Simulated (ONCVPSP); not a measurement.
## indium (In), ONCV: configuration errors across variants

ONCVPSP 4.0.1 input, shortened (lines: element, Z, core and valence counts, functional; n l f; lmax; l rc ep ncon nbas qcut; lloc lpopt rc5 dvloc0; l nproj debl; icmod fcfact rcfact), PBE, fully relativistic:

```
  In 49.00    6    5        4      upf
    1    0    2.00
    2    0    2.00
    2    1    6.00
    3    0    2.00
    3    1    6.00
    3    2   10.00
    4    0    2.00
    4    1    6.00
    4    2   10.00
    5    0    1.50
    5    1    1.50
    2
    0    1.50    0.00    4    8    7.90
    1    1.40    0.00    4    9    9.20
    2    1.50    0.00    4    9    9.10
    4    4    1.15    6.00
    0    2    3.30
    1    2    3.20
    2    2    3.50
    0    0.00    0.00
```

Open shells are filled in proportion to 2j + 1.

All-electron excitation energies from the reference (eV): (1) 4s2 4p6 4d10 5s2 5p1 -2.879; (2) 4s2 4p6 4d10 5s2 5p0 2.496; (3) 4s2 4p6 4d10 5s1 5p0 21.731; (4) 4s2 4p5 4d10 5s2 5p1 82.900.

Errors AE − PS in meV (a dash: test not solved or not reliable):

```csv
change,(1),(2),(3),(4),bound ghosts,GHOST(+) flags above zero
base,0.0,+0.4,+0.2,-54,none,none
s: qcut 5; p: qcut 5.9; d: qcut 5.8,-0.7,-1.7,-2.2,-130,none,p1/2
s: qcut 6.3; p: qcut 7.4; d: qcut 7.3,-0.1,+0.3,+0.1,-87,none,none
s: qcut 8.8; p: qcut 10.2; d: qcut 10.1,0.0,+0.4,+0.3,-41,none,none
s: qcut 9.6; p: qcut 11.1; d: qcut 11,0.0,+0.3,+0.4,-31,none,none
s: qcut 10.4; p: qcut 12.1; d: qcut 11.9,0.0,+0.3,+0.5,-23,none,none
s: qcut 11.5; p: qcut 13.4; d: qcut 13.3,0.0,+0.3,+0.5,-14,none,none
```

Question: Give the same row for: s: qcut 6.7; p: qcut 7.8; d: qcut 7.7.

Answer: -0.1, +0.3, +0.1, -79; bound ghosts: none; GHOST(+) flags above zero: none.
